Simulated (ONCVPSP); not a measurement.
**sulfur, ONCV: configuration errors across variants**

```json
{
  "Element": "sulfur (S)",
  "Generator": "ONCVPSP 4.0.1",
  "Type": "optimised norm-conserving Vanderbilt (ONCV)",
  "Functional": "PBE",
  "Relativity": "scalar-relativistic",
  "Frozen core": "[Ne]",
  "Valence charge": "6",
  "Reference configuration": "3s2 3p2 (charge +2)",
  "Partial waves": "3s: rc 1.25 bohr, ncon 4, nbas 7, qcut 4.9 1/bohr, 2 projectors, debl 2 Ha; 3p: rc 1.60 bohr, ncon 4, nbas 8, qcut 4.2 1/bohr, 2 projectors, debl 2.5 Ha; d scattering state at 0.1 Ha: rc 1.25 bohr, ncon 4, nbas 7, qcut 8.3 1/bohr, local",
  "Local potential": "the d channel",
  "Core correction": "none"
}
```

In the d channel the program set the typed energies aside and used 0.050 Ha.

All-electron excitation energies from the reference (eV): (1) 3s2 3p4 -34.052; (2) 3s2 3p3 -22.284; (3) 3s2 3p1 34.042; (4) 3s1 3p5 -23.742.

2 further variants failed, have other tests or too few solved ones, and are left out.

A true bound ghost makes a file unfit for plane-wave use even where its test errors are small: the radial tests pick states by their node count and pass the ghost by.

Errors AE − PS in meV (a dash: test not solved or not reliable):

| change | (1) | (2) | (3) | (4) | bound ghosts | GHOST(+) flags above zero |
| --- | --- | --- | --- | --- | --- | --- |
| base | +6.4 | +4.0 | +7.1 | +3.8 | none | s |
| s: qcut 6.8; p: qcut 5.9; d: qcut 11.6 | +7.5 | +4.5 | +8.0 | +5.3 | s | none |
| s: debl 1.55 | +6.3 | +4.0 | +7.0 | +3.7 | none | s |
| d: qcut 8 | +6.4 | +4.0 | +7.1 | +3.8 | none | s |
| p: nbas 7 | +7.1 | +4.3 | +7.7 | +4.4 | none | s |

Give the same row for: d: qcut 12.3.

+6.4, +4.1, +7.1, +3.8; bound ghosts: none; GHOST(+) flags above zero: s.
